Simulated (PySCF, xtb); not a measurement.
CH4BFSe, SMILES B([SeH])(F)C.

GFN2-xTB (xtb) at its own geometry gives an orbital gap of 4.24 eV and a dipole moment of 2.80 D.

Coordinates come from a PBE-D3(BJ)/def2-SVP optimisation. The structure was generated by enumeration, and PubChem lists no compound with its InChIKey, so it may never have been made. The values are those of a single conformer.

Question: What does PBE0/def2-TZVP run with PySCF give? (Estimate from the structure and the level; the computed values follow.)

Answer: gap 7.10 eV (levels -7.51 and -0.42 eV), dipole 1.87 D.
